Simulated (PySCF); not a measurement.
Gas-phase reaction: Ga₂H₆ + C₃H₄ (allene) + C₃H₈ ⇌ 2 Ga(CH₃)₃

Method: PySCF energies plus ideal-gas RRHO corrections (1 bar). † marks an energy on the PBE0/def2-TZVP geometry and frequencies; other levels use their own. 6-31G* has spherical d functions here. All species are closed-shell singlets. B3LYP is the form with VWN-RPA correlation. Ga: all electrons, no relativistic terms. Methyl groups turn as free rotors in Ga(CH₃)₃. Ga₂H₆: computed as isolated molecules; such fragments, hydroxides, amides, oligomers or adducts are transient or little studied in the gas. The harmonic model lacks anharmonicity and excited electronic states, which grow with temperature; levels with a mode under 35 cm⁻¹ are left out. Internal rotation in C₃H₈ is treated as a harmonic vibration of one conformer, which makes the entropy rough.

```csv
level,"ΔE electronic, kJ","ΔH°(298 K), kJ","ΔS°(298 K), J/K","ΔG°(1800 K), kJ"
B3LYP/def2-TZVP†,-286,-258,-95,-74
HF/6-31G*,-292,-260,-98,-68
HF/def2-TZVP†,-273,-245,-95,-61
M06-2X/def2-TZVP†,-334,-306,-95,-122
r2SCAN/def2-TZVP†,-303,-275,-95,-91
LDA/def2-TZVP†,-305,-277,-95,-93
```
ΔH° is lowest at M06-2X/def2-TZVP† and highest at HF/def2-TZVP†. No reference value is set beside these.
